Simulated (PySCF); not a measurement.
Gas-phase reaction: 2 In(CH3)3 → 2 InH + C4H10 (n-butane) + 2 CH3

Method: PySCF energies plus ideal-gas RRHO corrections (1 bar). S°(298 K) at PBE0/def2-TZVP differs from the NASA 1993 table for C4H10 (n-butane) (-9 J/mol/K); whether the harmonic model or the table's entry is off was not settled. † marks an energy on the PBE0/def2-TZVP geometry and frequencies; other levels use their own. CCSD(T) freezes the core. Open shells (unrestricted): CH3 (multiplicity 2); the rest are closed-shell singlets. B3LYP is the form with VWN-RPA correlation. In: scalar-relativistic def2 core potential, no spin-orbit coupling. Methyl groups turn as free rotors in In(CH3)3. InH: computed as isolated molecules; such fragments, hydroxides, amides, oligomers or adducts are transient or little studied in the gas. CCSD(T) isn't extrapolated to the basis-set limit. The harmonic model lacks anharmonicity and excited electronic states, which grow with temperature; levels with a mode under 35 cm⁻¹ are left out. Internal rotation in C4H10 (n-butane) is treated as a harmonic vibration of one conformer, which makes the entropy rough. Soft modes under 120 cm⁻¹ make the harmonic entropy rough for In(CH3)3.

| level | ΔE electronic, kJ | ΔH°(298 K), kJ | ΔS°(298 K), J/K | ΔG°(1000 K), kJ |
|---|---|---|---|---|
| B3LYP/def2-TZVP† | 358 | 336 | 363 | -23 |
| BLYP/def2-TZVP† | 344 | 322 | 363 | -37 |
| CCSD(T)/def2-SVP† | 360 | 338 | 363 | -21 |
| HF/def2-TZVP† | 209 | 188 | 363 | -172 |
| M06-2X/def2-TZVP† | 451 | 430 | 363 | 70 |
| PBE/def2-SVP | 390 | 368 | 360 | 13 |
| PBE/def2-TZVP† | 422 | 400 | 363 | 41 |
| PBE0/def2-SVP† | 387 | 365 | 363 | 6 |
| LDA/def2-TZVP† | 548 | 527 | 363 | 167 |
| ωB97X-V/def2-TZVP† | 456 | 435 | 363 | 75 |
ΔH° is lowest at HF/def2-TZVP† and highest at LDA/def2-TZVP†. No reference value is set beside these.
